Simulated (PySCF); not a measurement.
A structure optimised at PBE-D3(BJ)/def2-SVP, used in a PySCF frequency run:

```xyz
6

Al     0.4346    -0.6346     0.0000
Cl    -0.9768    -2.2067     0.0000
O      2.1204    -0.9281     0.0000
H      2.4995    -1.8215     0.0000
Se    -0.2836     1.5591     0.0000
H      1.1361     2.0018     0.0000
```

Question: Write its SMILES, formula and point group.

Answer: [OH][Al]([Cl])[SeH], AlClH2OSe, Cs

Question: What are its rotational constants (standard atomic weights)?

Answer: 4.0617, 1.2777, 0.97195 GHz
